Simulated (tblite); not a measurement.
Compound: C₄H₁₁N₃OSi.
SMILES with atom numbers: `[CH3:1][NH:2][CH2:3][Si@@:4]([NH2:5])([C:6]#[N:7])[O:8][CH3:9]` (hydrogens: H10, H11, H12 on C1; H13 on N2; H14, H15 on C3; H16, H17 on N5; H18, H19, H20 on C9)

Geometry (GFN2-xTB, Å), atoms numbered from 1 in this order:
```xyz
20
C4H11N3OSi angstrom
C      3.1620    0.2868    0.1220
N      1.9064   -0.4239   -0.0087
C      0.7587    0.4703   -0.0658
Si    -0.8607   -0.5299   -0.1860
N     -0.7717   -1.8668   -1.2471
C     -1.1470   -1.1722    1.5639
N     -1.2913   -1.5127    2.6483
O     -2.1709    0.2955   -0.6805
C     -2.8897    1.3092   -0.0389
H      3.9730   -0.4346    0.2041
H      3.3165    0.8858   -0.7766
H      3.1961    0.9592    0.9933
H      1.7974   -1.0616    0.7744
H      0.7427    1.1660    0.7937
H      0.8828    1.0916   -0.9591
H     -1.4770   -1.9991   -1.9510
H      0.1303   -2.1848   -1.5535
H     -2.3031    2.2297    0.0088
H     -3.7947    1.4898   -0.6196
H     -3.1648    1.0122    0.9753
```

Method: GFN2-xTB as coded in tblite; computed harmonic values from a numerical Hessian at the method's own geometry, unscaled. This tight-binding method is rough: wavenumbers can miss measured ones by several per cent, in bad cases by 10 to 20. One conformer, not necessarily the lowest.

Harmonic wavenumbers (cm⁻¹): 28.5, 47.6, 74.2, 78.4, 87.4, 101.8, 119.0, 159.0, 162.9, 220.6, 245.8, 262.2, 268.9, 326.9, 367.0, 391.0, 405.5, 575.7, 718.7, 744.7, 782.1, 843.2, 856.5, 954.8, 992.7, 1088.6, 1130.5, 1131.2, 1137.2, 1156.0, 1162.6, 1229.1, 1299.4, 1408.3, 1415.7, 1423.7, 1479.9, 1483.5, 1485.2, 1485.9, 1489.9, 1500.1, 2358.3, 2780.5, 2852.2, 2934.7, 2953.7, 2967.0, 2994.7, 2995.5, 3021.0, 3356.4, 3500.3, 3547.0.

A = 1655, B = 858.1, C = 765.4 MHz; mass 145.067 u (most abundant isotopes); point group C1, symmetry number 1.

Task: What is the zero-point energy?

Result: Half the sum of the wavenumbers: 34292 cm⁻¹ = 410.22 kJ/mol.

Task: Give the ideal-gas entropy at 500 K and 1 bar in the rigid-rotor, harmonic-oscillator model (classical rotation).

Result: Translation 181.68, rotation 132.26, vibration 299.95: S = 613.9 J/(mol K).

Task: And Cp and H(500 K) − H(0)?

Result: Cp = 262.72 J/(mol K), of which vibrations give 229.46 (their classical limit is 54 R = 449.0); H(500 K) − H(0) = 84.98 kJ/mol without the zero-point energy, 68.35 from vibrations.

Task: What must be added to the electronic energy to get the Gibbs energy at 500 K and 1 bar?

Result: ZPE + [H(500 K) − H(0)] − T·S = 410.22 + 84.98 − 306.94 = 188.26 kJ/mol.

Task: Blend soft modes into free rotors: weight 1/[1 + (100 cm⁻¹/ν̃)⁴] for the oscillator and the rest for a rotor with moment μB/(μ + B), μ = h/(8π²ν), B = 10⁻⁴⁴ kg m². What vibrational entropy results?

Result: 266.83 J/(mol K) in place of 299.95, which changes −T·S at 500 K by +16.56 kJ/mol.

Task: How do the functions run with temperature in this model?

Result: 
| T (K) | S (J/(mol K)) | Cp (J/(mol K)) | H − H(0) (kJ/mol) | G − H(0) (kJ/mol) | ln q(vib) |
| --- | --- | --- | --- | --- | --- |
| 50 | 267.2 | 77.3 | 2.61 | -10.75 | 1.31 |
| 100 | 332.8 | 113.7 | 7.45 | -25.83 | 3.75 |
| 298.15 | 496.5 | 194.6 | 38.55 | -109.48 | 12.47 |
| 373.15 | 543.1 | 221.7 | 54.17 | -148.49 | 15.27 |
| 750 | 732.6 | 322.6 | 158.65 | -390.77 | 27.28 |
| 1000 | 831.3 | 363.6 | 244.73 | -586.60 | 34.02 |

q(vib) and H(0) count from the zero-point level.

Hindered rotation and anharmonicity are outside this model. Other conformers, if any are populated, would add a mixing term that is left out. The structure is chiral; the term R ln 2 for an equal mix with its mirror image is left out.
